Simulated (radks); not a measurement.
The numbers below are computed, except where a source is named.
Gd+, configuration [Xe] 4f7 5d1 6s1. Code: a radial shooting solver on a logarithmic mesh with Libxc functionals. Model: scalar-relativistic Kohn-Sham, PBE, spin-unpolarised, spherical densities, point nucleus.

Unscreened Slater integrals over Kohn-Sham orbitals (eV).

\begin{tabular}{lr}
integral & value \\ \hline
F0(5d,5d) & 9.6783 \\
F2(5d,5d) & 4.8744 \\
F4(5d,5d) & 3.1594 \\
F0(5d,6s) & 7.6069 \\
G2(5d,6s) & 2.4477 \\
F0(5d,4f) & 12.650 \\
F2(5d,4f) & 2.9851 \\
F4(5d,4f) & 1.4431 \\
G1(5d,4f) & 1.4974 \\
G3(5d,4f) & 1.1569 \\
G5(5d,4f) & 0.86763 \\
F0(5d,5p) & 11.651 \\
F2(5d,5p) & 5.2838 \\
G1(5d,5p) & 5.9966 \\
G3(5d,5p) & 3.6649 \\
F0(6s,6s) & 6.6952 \\
F0(6s,4f) & 8.7094 \\
G3(6s,4f) & 0.32151 \\
F0(6s,5p) & 8.3061 \\
G1(6s,5p) & 0.64605 \\
F0(4f,4f) & 29.475 \\
F2(4f,4f) & 13.785 \\
F4(4f,4f) & 8.6060 \\
F6(4f,4f) & 6.1794 \\
F0(4f,5p) & 18.820 \\
F2(4f,5p) & 6.5462 \\
G2(4f,5p) & 3.5122 \\
G4(4f,5p) & 2.6853 \\
F0(5p,5p) & 15.736 \\
F2(5p,5p) & 8.4626 \\
\end{tabular}

Derived for the open shells (J is the average intra-shell exchange parameter used in DFT+U). 4f: F4/F2 = 0.624, F6/F2 = 0.448, J = (286 F2 + 195 F4 + 250 F6)/6435 = 1.114 eV. 5d: Racah B = F2/49 - 5 F4/441 = 0.06366 eV, C = 35 F4/441 = 0.2507 eV, C/B = 3.94, F4/F2 = 0.648, J = (F2 + F4)/14 = 0.5738 eV.
